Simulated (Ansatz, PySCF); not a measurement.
Gas-phase reaction in SMILES: [O]CO -> [O-]CO (an electron is taken up)
Structures are relaxed separately at B3LYP-D3(BJ)/def2-TZVP in Ansatz (an electronic-structure program), one conformer each, not searched for the lowest.

Property: adiabatic electron affinity (0 K, with B3LYP-D3(BJ) harmonic zero-point energies from PySCF), positive where the reaction releases energy, in eV. Valence correlation only, unless marked. UHF or UKS for open shells. No spin-orbit coupling. No relativistic terms. Anions need diffuse functions: aug- sets have them; def2-D sets add few; the other sets have none. CBS marks a two-point X^-3 extrapolation of the correlation energy; Hartree-Fock from the larger set. The bracket is a focal-point correction in the basis named.

| level | program | adiabatic electron affinity (eV) |
|---|---|---|
| M06-L/def2-TZVPD | PySCF | 1.83 |
| PBE0/def2-QZVPP | Ansatz | (withheld) |
| B2PLYP-D3(BJ)/def2-TZVPD | Ansatz + dftd3 | 2.17 |
| CCSD/aug-cc-pVDZ | Ansatz | (withheld) |
| CCSD/cc-pwCVTZ | Ansatz | 1.60 |
| RI-MP2/CBS(aug-cc-pVTZ,aug-cc-pVQZ)+[CCSD(T)-MP2]/aug-cc-pVDZ | Ansatz | (withheld) |

Question: Some entries are withheld; supply them.

Answer: 
- PBE0/def2-QZVPP, adiabatic electron affinity (eV): 1.88
- CCSD/aug-cc-pVDZ, adiabatic electron affinity (eV): 1.97
- RI-MP2/CBS(aug-cc-pVTZ,aug-cc-pVQZ)+[CCSD(T)-MP2]/aug-cc-pVDZ, adiabatic electron affinity (eV): 2.30
